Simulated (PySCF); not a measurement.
# Two-component Hartree-Fock for Te²⁺ (tellurium, charge +2)

Start: [Kr] 4d10 5s2 5p2; 5p3/2 filled at m_j = +1/2, +3/2. Calculated with PySCF 2.14 in x2c-TZVPall-2c with one added diffuse shell each of s, p, d, f type (9s10p6d3f, 90 functions): generalised Hartree-Fock with the X2C-1e Hamiltonian and a Gaussian nucleus; one run each with spin-orbit coupling (SO) switched off, then screened by Boettger's factors. This is a chosen level, not necessarily the ground level.

| spinor shell | electrons | ε, spin-free (eV) | ε, screened SO (eV) | weight of nominal j (screened SO) | rms radius, screened SO (bohr) |
| --- | --- | --- | --- | --- | --- |
| 1s1/2 | 2 | -31992.6 | -31989.3 | 1.000 | 0.0318 |
| 2s1/2 | 2 | -5020.2 | -5019.2 | 1.000 | 0.130 |
| 2p1/2 | 2 | -4501.5 | -4692.2 | 1.000 | 0.112 |
| 2p3/2 | 4 | -4501.5 | -4415.2 | 1.000 | 0.117 |
| 3s1/2 | 2 | -1056.4 | -1056.2 | 1.000 | 0.343 |
| 3p1/2 | 2 | -883.74 | -920.36 | 1.000 | 0.336 |
| 3p3/2 | 4 | -883.74 | -867.07 | 1.000 | 0.347 |
| 3d3/2 | 4 | -623.25 | -629.66 | 1.000 | 0.320 |
| 3d5/2 | 6 | -623.25 | -618.74 | 1.000 | 0.323 |
| 4s1/2 | 2 | -212.79 | -212.74 | 1.000 | 0.814 |
| 4p1/2 | 2 | -156.71 | -163.75 | 1.000 | 0.859 |
| 4p3/2 | 4 | -156.71 | -153.51 | 1.000 | 0.887 |
| 4d3/2 | 4 | -72.474 | -73.429 | 0.993 | 1.04 |
| 4d5/2 | 6 | -72.474 | -71.805 | 0.995 | 1.05 |
| 5s1/2 | 2 | -37.039 | -37.055 | 0.999 | 2.14 |
| 5p3/2 | 2 | -27.242 | -27.111 | 0.629 | 2.51 |

| quantity | spin-free | screened SO |
| --- | --- | --- |
| E (hartree) | -6789.00143 | -6790.88187 |
| M_J | 2 | 2 |
| ⟨J²⟩ | 6.008 | 6.007 |
| ⟨L²⟩ | 2.005 | 2.708 |
| ⟨S²⟩ | 2.003 | 1.690 |

Each row is a mean over spinors that exchange with the open shell spreads, by up to 4.126 eV (5s1/2).

Rows whose weight is well below 1 are mixtures of j = l ± 1/2: exchange outweighs spin-orbit coupling there, and the label is only the starting occupation.

Breit and QED terms are absent; they matter most for the inner s and p1/2 levels.

Densities and radii are taken from the X2C orbitals without a picture-change correction, which distorts them close to the nucleus.

Without spin-orbit coupling the j labels of p, d and f shells carry no meaning; the spin-free column gives the mean over the occupied spinors of each nl shell.
